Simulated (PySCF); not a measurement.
# Unknowns

[PySCF 2.14.0 with density-fitted response routines: GFN2-xTB geometry; shielding tensors at PBE0/pcSseg-1 (GIAO); single conformer; in vacuum; non-relativistic Hamiltonian; equivalent nuclei averaged]

Chemical shifts δ = σref − σ; TMS for ¹H (σ = 31.72 ppm) and ¹³C (σ = 186.93 ppm), all at this level. Splittings of carbon signals by F and P are missing where no couplings were computed. Where no couplings were computed, multiplicities follow the n + 1 count of equivalent neighbours, and m marks all less simple cases (inequivalent or close neighbours, rings, F or P nearby). Shifts are as computed. Against solution values, carbons near 30 ppm lie about +3 ppm off and those near 130 ppm about +5 ppm. Of 1211 compounds with measured shifts, 218 miss one by over three times the rms of a fit or turn the order of signals round; such compounds aren't used in these exercises.

Problem. C$_{6}$H$_{9}$OP. ¹H NMR (500 MHz, computed): δ 6.68 (m, 1H), 3.03 (m, 2H), 2.54 (s, 3H), 1.30 (t, 3H). ¹³C{¹H} NMR (computed): δ 212.4, 163.4, 127.7, 31.9, 21.9, 18.8. What is it?

Solution. `o1c(CC)pcc1C`. 6 carbon signals for 6 carbons: no two carbons are equivalent. Carbon types of the structure: 2 × C, 1 × CH, 1 × CH2, 2 × CH3, which accounts for all hydrogens. δC 212.4, 163.4: substituted aromatic carbon next to the ring oxygen. δC 127.7: aromatic CH; the aromatic region. δH 6.68: hydrogen on an aromatic CH; aromatic region. δH 3.03: hydrogen on an sp3 CH2 on an aromatic ring; benzylic-type position, deshielded by the ring.

This is the structure that produced the data.

Problem. C$_{4}$H$_{4}$N$_{2}$O$_{2}$. ¹H NMR (600 MHz, computed): δ 8.45 (s, 1H), 2.96 (s, 3H). ¹³C{¹H} NMR (computed): δ 190.4 (C), 168.8 (C), 159.9 (CH), 31.2 (CH3). Give a structure.

Solution. `CC(=O)c1nnco1`. The formula gives 4 degrees of unsaturation (1 ring in the answer). 4 carbon signals for 4 carbons: no two carbons are equivalent. Carbon types of the structure: 2 × C, 1 × CH, 1 × CH3, which accounts for all hydrogens. δC 190.4: ketone carbonyl carbon; low-lying n→π* states of the double bond to the heteroatom give a large paramagnetic term (-248 ppm). δC 168.8: substituted aromatic carbon next to the ring oxygen. δC 159.9: aromatic CH between two ring heteroatoms. δC 31.2: methyl carbon α to a carbonyl; the adjacent C=O deshields it moderately.

The shifts were computed for this structure.
